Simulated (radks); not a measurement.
Task: Ga IV, configuration [Ar] 3d10 (the NIST ground configuration). Calculated with a radial shooting solver on a logarithmic mesh with Libxc functionals: scalar-relativistic Kohn-Sham, SCAN, spin-polarised, spherical densities, finite nucleus; meta-GGA in the generalised Kohn-Sham scheme; Fermi nuclear charge, rms radius 3.9973 fm. Some entries of the table are withheld. Estimate them.

orbital,occ.,eigenvalue (hartree),r(max) (bohr),<r> (bohr)
1s,2,-378.2959,(1),0.04861
2s,2,(2),0.1822,0.2175
2p,6,-41.92278,0.1465,(3)
3s,2,-6.85825,0.5648,0.6511
3p,6,-4.97904,0.5679,0.6781
3d,10,-1.94240,(4),(5)

Result: 
(1) 1s r(max) (bohr): 0.03179
(2) 2s eigenvalue (hartree): -48.06609
(3) 2p <r> (bohr): 0.1907
(4) 3d r(max) (bohr): 0.5358
(5) 3d <r> (bohr): 0.7839
